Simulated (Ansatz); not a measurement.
One change: `[CH3][AlH][NH][AlH2]` becomes `[CH3][AlH][NH][SiH2]Cl`.

Ansatz, PBE0-D4/def2-TZVP geometries, multiplicity 1. Each molecule was computed in one conformer, which needn't be the lowest.

```tsv
property	`[CH3][AlH][NH][AlH2]`
LUMO energy (B3LYP/def2-TZVPP) / eV	-1.15
size of the dipole moment (B3LYP/def2-TZVPP) / D	0.32
size of the dipole moment (ωB97M-V/def2-TZVPP) / D	0.31
HOMO energy (PBE0/def2-TZVPP) / eV	-7.94
HOMO–LUMO gap (PBE0/def2-TZVPP) / eV	7.00
LUMO energy (PBE/def2-TZVPP) / eV	-1.72
```

**Question.** Give the same properties after the change, and the shifts. (Estimate.)

**Answer.** The calculation gave: 
```
                                          property  `[CH3][AlH][NH][SiH2]Cl`  shift
               LUMO energy (B3LYP/def2-TZVPP) / eV                     -0.88   0.27
  size of the dipole moment (B3LYP/def2-TZVPP) / D                      2.57   2.25
size of the dipole moment (ωB97M-V/def2-TZVPP) / D                      2.61   2.30
                HOMO energy (PBE0/def2-TZVPP) / eV                     -8.13  -0.19
              HOMO–LUMO gap (PBE0/def2-TZVPP) / eV                      7.46   0.46
                 LUMO energy (PBE/def2-TZVPP) / eV                     -1.44   0.28
```

With PBE0 the HOMO falls by 0.19 eV and the LUMO rises by 0.27 eV, so the gap widens by about 0.46 eV. PBE moves the HOMO by -0.13 eV and ωB97M-V by -0.27 eV. Dipoles are sizes alone; their direction can turn.

B3LYP here is the variant with VWN-RPA as its local correlation; programs differ in this.
